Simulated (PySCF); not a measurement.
Gas-phase reaction: BH + 3 CH3CO (acetyl) + 3 H → B(OCH3)3 + C3H4 (propyne)

Method: PySCF energies plus ideal-gas RRHO corrections (1 bar). † marks an energy on the PBE0/def2-TZVP geometry and frequencies; other levels use their own. MP2 freezes the core. 6-31G* has spherical d functions here. Open shells (unrestricted): CH3CO (acetyl) (multiplicity 2), H (multiplicity 2); the rest are closed-shell singlets. MP2 isn't extrapolated to the basis-set limit.

```tsv
level	ΔH°(298 K), kJ
HF/6-31G*	-1471
M06-2X/def2-TZVP†	-1822
MP2/def2-SVP†	?
ωB97M-V/def2-TZVP†	-1774
ωB97X-V/def2-TZVP†	?
```

**Question.** Some entries are withheld; supply them.

**Answer.** 
- MP2/def2-SVP†, ΔH°(298 K), kJ: -1739
- ωB97X-V/def2-TZVP†, ΔH°(298 K), kJ: -1758
